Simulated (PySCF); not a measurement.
A side-by-side comparison of computed properties.

First species: C3H9B.
Numbering: `[BH2:1][CH2:2][CH2:3][CH3:4]` (hydrogens: H5, H6 on B1; H7, H8 on C2; H9, H10 on C3; H11, H12, H13 on C4)

Second species: AlCl2Et, C₂H₅AlCl₂.
Cartesian coordinates in Å at the PBE0-D3(BJ)/def2-SVP level; atoms count from 1:
```xyz
10
C2H5AlCl2 angstrom
Al     0.702    1.334    0.538
Cl     2.790    1.476    0.690
Cl    -0.334    3.136    0.244
C     -0.230   -0.369    0.585
C     -0.441   -0.971   -0.811
H     -1.203   -0.216    1.081
H      0.340   -1.066    1.223
H     -0.967   -1.938   -0.759
H     -1.046   -0.311   -1.454
H      0.513   -1.152   -1.333
```

Levels: wB97X-D/def2-SVPD for HOMO energy, LUMO energy, HOMO–LUMO gap and static isotropic polarisability; TDDFT wB97X-D/def2-SVPD for lowest singlet excitation; TDA wB97X-D/def2-SVPD for lowest triplet excitation (Tamm–Dancoff). Geometries: PBE0-D3(BJ)/def2-SVP. All species are isolated and taken at one optimised geometry, non-relativistic unless stated; the electronic structure was computed with PySCF and density fitting.

Dipoles, sizes and rotational constants follow the conformer. The torsions of the flexible species, by atom-mapped SMILES:
- `[BH2:1][CH2:2][CH2:3][CH3:4]`: B1–C2–C3–C4 -179°

```json
{"property": "HOMO energy", "column X": "-10.23 eV", "column Y": "-10.72 eV"}
{"property": "LUMO energy", "column X": "0.65 eV", "column Y": "0.72 eV"}
{"property": "HOMO–LUMO gap", "column X": "10.88 eV", "column Y": "11.44 eV"}
{"property": "lowest singlet excitation", "column X": "6.23 eV", "column Y": "5.92 eV"}
{"property": "lowest triplet excitation (Tamm–Dancoff)", "column X": "5.84 eV", "column Y": "5.35 eV"}
{"property": "static isotropic polarisability", "column X": "75.1 au", "column Y": "53.6 au"}
```

Task: Which column belongs to which species?

Result: Column X is the second species and column Y the first. The first has 13 atoms and 32 electrons, the second 10 and 64.

Task: How does each property change from the first species to the second?

Result: HOMO energy +0.49 eV; LUMO energy -0.07 eV; HOMO–LUMO gap -0.56 eV; lowest singlet excitation +0.31 eV; lowest triplet excitation (Tamm–Dancoff) +0.49 eV; static isotropic polarisability +21.5 au.

On the first: No computed singlet falls in the visible range (750 to 380 nm, 1.65 to 3.26 eV); S1 lies 2.66 eV above its blue end. In wavenumbers S1 is 47700 cm⁻¹ (1 eV = 8065.54 cm⁻¹).

On the second: In wavenumbers S1 is 50200 cm⁻¹ (1 eV = 8065.54 cm⁻¹). The vertical singlet–triplet gap S1 − T1 is 0.39 eV (TDDFT singlet less Tamm–Dancoff triplet; S1: HOMO→LUMO, weight 0.65; T1: HOMO→LUMO, weight 0.71).
